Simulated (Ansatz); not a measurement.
One change: `[SiH3]N([SiH2]Cl)[SiH2]Cl` becomes `BN([SiH3])[SiH2]Cl`.

Ansatz, PBE0-D4/def2-TZVP geometries, multiplicity 1. Each molecule was computed in one conformer, which needn't be the lowest.

```
                             property  `[SiH3]N([SiH2]Cl)[SiH2]Cl`
HOMO–LUMO gap (B3LYP/def2-TZVPP) / eV                         7.36
  LUMO energy (B3LYP/def2-TZVPP) / eV                        -0.46
   LUMO energy (PBE0/def2-TZVPP) / eV                        -0.30
    LUMO energy (PBE/def2-TZVPP) / eV                        -1.16
  HOMO energy (B3LYP/def2-TZVPP) / eV                        -7.82
HOMO energy (ωB97M-V/def2-TZVPP) / eV                       -10.27
```

Problem. What does the change do to each property? (An estimate is asked.)

Solution. Computed: 
```tsv
property	`BN([SiH3])[SiH2]Cl`	shift
HOMO–LUMO gap (B3LYP/def2-TZVPP) / eV	7.46	0.10
LUMO energy (B3LYP/def2-TZVPP) / eV	-1.10	-0.64
LUMO energy (PBE0/def2-TZVPP) / eV	-0.89	-0.59
LUMO energy (PBE/def2-TZVPP) / eV	-1.86	-0.70
HOMO energy (B3LYP/def2-TZVPP) / eV	-8.56	-0.74
HOMO energy (ωB97M-V/def2-TZVPP) / eV	-11.04	-0.77
```

With PBE0 the HOMO falls by 0.76 eV and the LUMO falls by 0.59 eV, so the gap widens by about 0.17 eV. PBE moves the HOMO by -0.81 eV and ωB97M-V by -0.77 eV.

B3LYP here is the variant with VWN-RPA as its local correlation; programs differ in this.
